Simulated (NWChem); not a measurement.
ZrHF3; SMILES [F][ZrH]([F])[F]

```xyz
5

Zr     0.0000     0.0000    -0.1851
F      1.7527    -0.5138     0.3500
F     -1.3213    -1.2610     0.3500
F     -0.4314     1.7747     0.3500
H      0.0000     0.0000    -2.0447
```
Atoms are numbered in this order, from 1.

Program: NWChem. Medium grid unless said otherwise, to which SCAN and Minnesota functionals are sensitive. All runs use the structure optimised with PBE-D3(BJ)/def2-SVP. def2 effective core potentials on Zr; no spin-orbit coupling.

**Question.** Order these by “highest occupied level (eV)”, lowest first: LC-wPBE (HJS exchange hole, range parameter 0.4 per bohr)/def2-SVP; LC-BLYP (range parameter 0.33 per bohr)/def2-SVP; PBE/def2-SVP; M06/def2-SVP.

**Answer.** LC-wPBE (HJS exchange hole, range parameter 0.4 per bohr)/def2-SVP (-11.83), LC-BLYP (range parameter 0.33 per bohr)/def2-SVP (-11.32), M06/def2-SVP (-9.12), PBE/def2-SVP (-7.54)
